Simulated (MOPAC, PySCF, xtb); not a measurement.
Pair of molecules: CHN (SMILES C#N) (first 3 atoms) with H4OSi (SMILES O[SiH3]); geometry from B3LYP-D3(BJ)/def2-TZVP, rigid monomers moved along the line of their centres of mass till H3···O4 is 2.83 Å.
(charge 0, multiplicity 1):
```xyz
9

C     -1.242     1.041     0.180
N     -1.988     1.382    -0.622
H     -0.541     0.722     0.932
O      1.133    -0.216     3.015
Si     0.694    -1.141     4.328
H      2.052     0.051     2.932
H      1.437    -2.421     4.343
H     -0.751    -1.379     4.157
H      0.958    -0.418     5.593
```

Monomers are frozen at their geometry in the pair; levels with a basis set take the counterpoise correction. Rows marked so take none.

Rows in 6-31G* carry no dispersion term and start afresh at each structure (6-31G* with six Cartesian d functions). MP2/6-31G* freezes PySCF's default core. The state reached by PM6 isn't checked.

Run with MOPAC for PM6 (differences of heats of formation); PySCF for 6-31G* rows; xtb for the GFN methods. 

Q: What is the computed interaction energy (PM6)?

A: -1.5 kcal/mol

Q: What is the computed interaction energy (GFN2-xTB)?

A: -2.1 kcal/mol

Q: Estimate the interaction energy that MP2/6-31G* (no counterpoise) returns for this input.

A: -3.8 kcal/mol
